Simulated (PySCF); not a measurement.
B(Br)(vinyl)(NH2) (C₂H₅BBrN), SMILES NB(C=C)Br.

Geometry: PBE0-D3(BJ)/def2-SVP. This is a generated structure with no PubChem entry under its InChIKey; it may be hypothetical. One conformer was computed; it need not be the lowest.

Level of theory: TDDFT-LC-ωPBE/def2-SVPD (PySCF 2.14.0).

Vertical excitations. The molecule is in vacuum.

```tsv
state	energy (eV)	λ (nm)	f	main pairs
S1	6.39	194	0.080	HOMO→LUMO 72 %, HOMO−3→LUMO 15 %
S2	6.66	186	0.205	HOMO−2→LUMO 55 %, HOMO−1→LUMO 23 %, HOMO→LUMO 12 %
S3	6.97	178	0.214	HOMO−1→LUMO 68 %, HOMO−2→LUMO 19 %
S4	7.17	173	0.001	HOMO−3→LUMO 63 %, HOMO−2→LUMO 13 %
S5	7.74	160	0.007	HOMO−1→LUMO+1 62 %, HOMO→LUMO+1 11 %
S6	7.96	156	0.048	HOMO→LUMO+1 43 %, HOMO→LUMO+2 12 %, HOMO−2→LUMO+2 10 %, HOMO−2→LUMO+1 7 %
S7	8.08	153	0.009	HOMO−2→LUMO+1 31 %, HOMO−1→LUMO+2 15 %, HOMO−1→LUMO+1 11 %, HOMO→LUMO+2 9 %
S8	8.14	152	0.014	HOMO−5→LUMO 42 %, HOMO−4→LUMO 28 %, HOMO−6→LUMO 8 %
S9	8.24	151	0.014	HOMO−1→LUMO+2 20 %, HOMO−1→LUMO+5 10 %, HOMO→LUMO+2 9 %, HOMO→LUMO+1 8 %
S10	8.40	148	0.045	HOMO−2→LUMO+1 21 %, HOMO−2→LUMO+2 12 %, HOMO→LUMO+5 10 %, HOMO−2→LUMO+5 7 %
T1	3.81	325	0	HOMO→LUMO 45 %, HOMO−2→LUMO 34 %
T2	5.91	210	0	HOMO−1→LUMO 55 %, HOMO−3→LUMO 11 %
T3	6.00	207	0	HOMO−3→LUMO 33 %, HOMO−2→LUMO 19 %, HOMO→LUMO 16 %, HOMO−1→LUMO 14 %
T4	6.87	181	0	HOMO−3→LUMO 36 %, HOMO−2→LUMO 25 %, HOMO→LUMO 16 %, HOMO−5→LUMO 7 %
```
Triplets are in the Tamm–Dancoff approximation, which puts them higher than full response would, so one can lie above its singlet here.
